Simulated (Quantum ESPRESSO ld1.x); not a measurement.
Question: The mean radii <r> (bohr) of the occupied orbitals of an atom or ion are listed with their occupations. All-electron calculation, Dirac Kohn-Sham, PW91, spin-unpolarised, spherical densities, point nucleus. Program: ld1.x of Quantum ESPRESSO 7.5.

| orbital | occ. | <r> |
|---|---|---|
| 1s1/2 | 2 | 0.01714 |
| 2s1/2 | 2 | 0.07168 |
| 2p1/2 | 2 | 0.05906 |
| 2p3/2 | 4 | 0.06749 |
| 3s1/2 | 2 | 0.1865 |
| 3p1/2 | 2 | 0.1768 |
| 3p3/2 | 4 | 0.1923 |
| 3d3/2 | 4 | 0.1676 |
| 3d5/2 | 6 | 0.1723 |
| 4s1/2 | 2 | 0.4149 |
| 4p1/2 | 2 | 0.4179 |
| 4p3/2 | 4 | 0.4518 |
| 4d3/2 | 4 | 0.4617 |
| 4d5/2 | 6 | 0.4729 |
| 5s1/2 | 2 | 0.9499 |
| 4f5/2 | 6 | 0.5121 |
| 4f7/2 | 8 | 0.5194 |
| 5p1/2 | 2 | 1.027 |
| 5p3/2 | 4 | 1.122 |
| 5d3/2 | 4 | 1.465 |
| 5d5/2 | 3 | 1.510 |

Name the element and its charge. Open shells, if any, fill j = l - 1/2 first.

Answer: Z = 78, platinum, charge +3: Pt3+ in [Xe] 4f14 5d7. The 1s radius gives Z: for a bare nucleus <r> = (2 gamma + 1)/(2Z) with gamma = sqrt(1 - (Z/c)^2), 0.01695 bohr for Z = 78, and screening makes it slightly larger (0.01714 here). The occupations add up to 75, and the charge is Z minus that.
